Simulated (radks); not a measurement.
Values are calculated unless marked as measured or tabulated.
Task: The mean radii <r> (bohr) of the occupied orbitals of an atom or ion are listed with their occupations. Code: a radial shooting solver on a logarithmic mesh with Libxc functionals. Model: scalar-relativistic Kohn-Sham, AM05, spin-polarised, spherical densities, point nucleus.

| orbital | occ. | <r> |
|---|---|---|
| 1s down | 1 | 0.01899 |
| 1s up | 1 | 0.01899 |
| 2s up | 1 | 0.08041 |
| 2s down | 1 | 0.08041 |
| 2p up | 3 | 0.07175 |
| 2p down | 3 | 0.07175 |
| 3s up | 1 | 0.2088 |
| 3s down | 1 | 0.2088 |
| 3p up | 3 | 0.2087 |
| 3p down | 3 | 0.2087 |
| 3d up | 5 | 0.1890 |
| 3d down | 5 | 0.1890 |
| 4s up | 1 | 0.4684 |
| 4s down | 1 | 0.4684 |
| 4p up | 3 | 0.4979 |
| 4p down | 3 | 0.4979 |
| 4d up | 5 | 0.5354 |
| 4d down | 5 | 0.5353 |
| 5s up | 1 | 1.137 |
| 5s down | 1 | 1.131 |
| 5p up | 3 | 1.342 |
| 5p down | 3 | 1.332 |
| 4f up | 7 | 0.6787 |
| 4f down | 7 | 0.6736 |
| 5d up | 2 | 2.095 |

Name the element and its charge. Open shells, if any, are filled with parallel spins first.

Result: Z = 72, hafnium, charge +2: Hf2+ in [Xe] 4f14 5d2. The 1s radius gives Z: for a bare nucleus <r> = (2 gamma + 1)/(2Z) with gamma = sqrt(1 - (Z/c)^2), 0.01876 bohr for Z = 72, and screening makes it slightly larger (0.01899 here). The occupations add up to 70, and the charge is Z minus that.
